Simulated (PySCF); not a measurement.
C3H8N, doublet, at a GFN2-xTB geometry; MP2/6-31G in PySCF.

Here is a job for PySCF.
```python
from pyscf import gto, scf, mp

mol = gto.Mole()
mol.atom = '''
    C    -1.079160    0.804717    0.469369
    C    -0.048364   -0.005938   -0.328049
    C     1.394288    0.341077    0.076155
    N    -0.217119   -1.390650   -0.337606
    H    -0.899616    1.871028    0.355662
    H    -1.006001    0.550293    1.525219
    H    -2.089542    0.583745    0.128694
    H    -0.140417    0.303640   -1.393142
    H     1.604981    1.388797   -0.120265
    H     1.528821    0.142308    1.136300
    H     2.086945   -0.280873   -0.482225
    H    -1.165927   -1.663528   -0.091855
'''
mol.basis = '6-31g'
mol.charge = 0
mol.spin = 1
mol.verbose = 4
mol.build()

mf = scf.UHF(mol)
mf.kernel()

pt = mp.MP2(mf)
pt.kernel()
print('E(MP2) = %.10f' % pt.e_tot)
```

Problem. Predict the main parts of the log of this PySCF run.

Solution. 
```
PySCF version 2.14.0

[INPUT] verbose = 4
[INPUT] num. atoms = 12
[INPUT] num. electrons = 33
[INPUT] charge = 0
[INPUT] spin (= nelec alpha-beta = 2S) = 1
[INPUT] symmetry False subgroup None
[INPUT] Mole.unit = angstrom
[INPUT] Symbol           X                Y                Z      unit          X                Y                Z       unit  Magmom
[INPUT]  1 C     -1.079160000000   0.804717000000   0.469369000000 AA   -2.039316844586   1.520694737782   0.886978861361 Bohr   0.0
[INPUT]  2 C     -0.048364000000  -0.005938000000  -0.328049000000 AA   -0.091394714288  -0.011221193728  -0.619922765437 Bohr   0.0
[INPUT]  3 C      1.394288000000   0.341077000000   0.076155000000 AA    2.634822458768   0.644542117388   0.143912093016 Bohr   0.0
[INPUT]  4 N     -0.217119000000  -1.390650000000  -0.337606000000 AA   -0.410295446439  -2.627947635126  -0.637982878010 Bohr   0.0
[INPUT]  5 H     -0.899616000000   1.871028000000   0.355662000000 AA   -1.700027857277   3.535730491393   0.672103772915 Bohr   0.0
[INPUT]  6 H     -1.006001000000   0.550293000000   1.525219000000 AA   -1.901066371039   1.039903058265   2.882246189983 Bohr   0.0
[INPUT]  7 H     -2.089542000000   0.583745000000   0.128694000000 AA   -3.948662105776   1.103118176584   0.243196413875 Bohr   0.0
[INPUT]  8 H     -0.140417000000   0.303640000000  -1.393142000000 AA   -0.265349673233   0.573796440463  -2.632656832629 Bohr   0.0
[INPUT]  9 H      1.604981000000   1.388797000000  -0.120265000000 AA    3.032974525131   2.624445972618  -0.227267912371 Bohr   0.0
[INPUT] 10 H      1.528821000000   0.142308000000   1.136300000000 AA    2.889052983484   0.268923145335   2.147295795343 Bohr   0.0
[INPUT] 11 H      2.086945000000  -0.280873000000  -0.482225000000 AA    3.943754487030  -0.530773045785  -0.911273180418 Bohr   0.0
[INPUT] 12 H     -1.165927000000  -1.663528000000  -0.091855000000 AA   -2.203282711236  -3.143612320545  -0.173580793172 Bohr   0.0

nuclear repulsion = 127.480251517192
number of shells = 36
number of NR pGTOs = 120
number of NR cGTOs = 52
basis = 6-31g
ecp = {}

******** <class 'pyscf.scf.uhf.UHF'> ********
method = UHF
initial guess = minao
damping factor = 0
level_shift factor = 0
DIIS = <class 'pyscf.scf.diis.CDIIS'>
diis_start_cycle = 1
diis_space = 8
diis_damp = 0
SCF conv_tol = 1e-09
SCF conv_tol_grad = None
SCF max_cycles = 50
direct_scf = True
direct_scf_tol = 1e-13
number electrons alpha = 17  beta = 16
Set gradient conv threshold to 3.16228e-05
init E= -173.067175851105

cycle= 1 E= -172.516308107713  delta_E= 0.551  |g|= 0.255  |ddm|= 2.04
cycle= 2 E= -172.573906836487  delta_E= -0.0576  |g|= 0.111  |ddm|= 0.363
cycle= 3 E= -172.583654018545  delta_E= -0.00975  |g|= 0.0428  |ddm|= 0.174
cycle= 4 E= -172.586393913278  delta_E= -0.00274  |g|= 0.0146  |ddm|= 0.0768
cycle= 5 E= -172.586819703273  delta_E= -0.000426  |g|= 0.00489  |ddm|= 0.0391
cycle= 6 E= -172.586856413533  delta_E= -3.67e-05  |g|= 0.00228  |ddm|= 0.0113
cycle= 7 E= -172.586864818099  delta_E= -8.4e-06  |g|= 0.000979  |ddm|= 0.0058
cycle= 8 E= -172.586866811814  delta_E= -1.99e-06  |g|= 0.000302  |ddm|= 0.00338
cycle= 9 E= -172.586867026428  delta_E= -2.15e-07  |g|= 0.00011  |ddm|= 0.00126
cycle= 10 E= -172.586867056171  delta_E= -2.97e-08  |g|= 6.41e-05  |ddm|= 0.000342
cycle= 11 E= -172.586867070469  delta_E= -1.43e-08  |g|= 4.1e-05  |ddm|= 0.000218
cycle= 12 E= -172.586867079169  delta_E= -8.7e-09  |g|= 2.89e-05  |ddm|= 0.000172
cycle= 13 E= -172.586867085803  delta_E= -6.63e-09  |g|= 1.8e-05  |ddm|= 0.000184
cycle= 14 E= -172.586867088462  delta_E= -2.66e-09  |g|= 1.04e-05  |ddm|= 0.000127
cycle= 15 E= -172.586867089317  delta_E= -8.55e-10  |g|= 4.95e-06  |ddm|= 8.85e-05
Extra cycle  E= -172.586867089362  delta_E= -4.54e-11  |g|= 3.7e-06  |ddm|= 9.19e-06
converged SCF energy = -172.586867089362  <S^2> = 0.75978718  2S+1 = 2.0097633

******** <class 'pyscf.mp.ump2.UMP2'> ********
nocc = (np.int64(17), np.int64(16)), nmo = (52, 52)
E(UMP2) = -172.948874402101  E_corr = -0.362007312738813
E(SCS-UMP2) = -172.953906590728  E_corr = -0.367039501365216
E_corr(same-spin) = -0.0777337776015677
E_corr(oppo-spin) = -0.284273535137245
E(MP2) = -172.9488744021
```
